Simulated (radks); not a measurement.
Problem. The cerium ion Ce+, 57 electrons, occupied as [Xe] 4f1 5d(3/2: 0, 5/2: 0) 6s2 (not the ground configuration). Method: Dirac Kohn-Sham, PBE, spin-unpolarised, spherical densities, point nucleus; open shells fill j = l - 1/2 first; computed with a radial shooting solver on a logarithmic mesh with Libxc functionals.

Spin-orbit splittings of the eigenvalues, e(l+1/2) - e(l-1/2), with zeta = 2 splitting/(2l+1) and mean radii in bohr:

shell  occ.  splitting (eV)  zeta (eV)  <r> j=l-1/2  <r> j=l+1/2
2p        6           446.6      297.7      0.08795      0.09415
3p        6           87.77      58.51       0.2681       0.2802
3d       10           18.85      7.538       0.2513       0.2552
4p        6               ?          ?       0.6561       0.6834
4d       10           3.301      1.321       0.7388       0.7485
4f        1          0.3364    0.09612        1.077        1.088
5p        6           2.813      1.875        1.687        1.764
5d        0          0.2546     0.1019        2.581        2.624

Estimate the 4p splitting.

Solution. 18.85 eV (zeta = 12.56 eV).
